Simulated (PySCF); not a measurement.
# Electric field gradients and quadrupole coupling constants

Compound: C4H4F3N.
Cartesian coordinates in Å at the GFN2-xTB level; atoms count from 1:
```
atom  x, y, z in Å
C1     0.016    0.102    1.693
C2     0.078    0.012    0.368
C3     1.349   -0.179   -0.358
N4     1.560   -0.282   -1.589
C5    -1.176    0.110   -0.465
F6    -2.284    0.267    0.269
F7    -1.372   -0.988   -1.217
F8    -1.137    1.148   -1.319
H9    -0.914    0.242    2.217
H10    0.910    0.035    2.290
H11    2.218   -0.237    0.292
H12    0.753   -0.230   -2.207
```

Field gradients from the PBE0/pcSseg-1 density (PySCF, non-relativistic), principal values in atomic units, ordered |Vxx| ≤ |Vyy| ≤ |Vzz|:

```
atom     Vxx     Vyy      Vzz
  N4  0.2793  0.7907  -1.0701
```

Find the asymmetry η = (Vxx − Vyy)/Vzz and the couplings χ = eQV/h (234.96 MHz × Q in barn × V in au), with Q(14N) = 0.02044 b.

| atom | environment | nucleus | η | χzz (MHz) | χxx (MHz) | χyy (MHz) |
| --- | --- | --- | --- | --- | --- | --- |
| N4 | imine nitrogen | 14N | 0.48 | -5.14 | 1.34 | 3.80 |

The tensor is traceless: Vxx + Vyy + Vzz = 0.

What is Vzz at N4 in SI units (1 au = 9.71736 × 10²¹ V/m²)?

-1.0701 au = -10.398 × 10²¹ V/m².

And the gradient at the other heavy atoms, for which no coupling is worked out here?

```csv
atom,environment,Vzz (au),η
C1,terminal =CH2 carbon,0.434,0.13
C2,fully substituted alkene carbon,-0.245,0.82
C3,imine carbon,0.369,0.57
C5,CF3 carbon,-0.426,0.02
F6,fluorine of a CF3 group,2.916,0.02
F7,fluorine of a CF3 group,2.913,0.06
F8,fluorine of a CF3 group,2.915,0.06
```

What couplings would deuterons (Q(2H) = 0.00286 b) have in place of the hydrogens, at this geometry?

| atom | bonded to | bond length (Å) | Vzz (au) | η | χzz (kHz) |
| --- | --- | --- | --- | --- | --- |
| H9 | C1 | 1.077 | 0.3275 | 0.03 | 220 |
| H10 | C1 | 1.077 | 0.3317 | 0.03 | 223 |
| H11 | C3 | 1.087 | 0.3081 | 0.06 | 207 |
| H12 | N4 | 1.018 | 0.3807 | 0.02 | 256 |

The structure is a single GFN2-xTB conformer in the gas phase; no vibrational or solvent corrections. GFN2-xTB bond lengths can be off by several hundredths of an ångström, more for odd bonds, and the gradients follow them. The small basis limits the accuracy of the gradients.

These values come from a run that also computed NMR shieldings. The run took 78 s wall, 46 s CPU on one thread, Intel Xeon at 2.50 GHz (x86_64), shared host, and the process peaked at 0.72 GiB of memory.
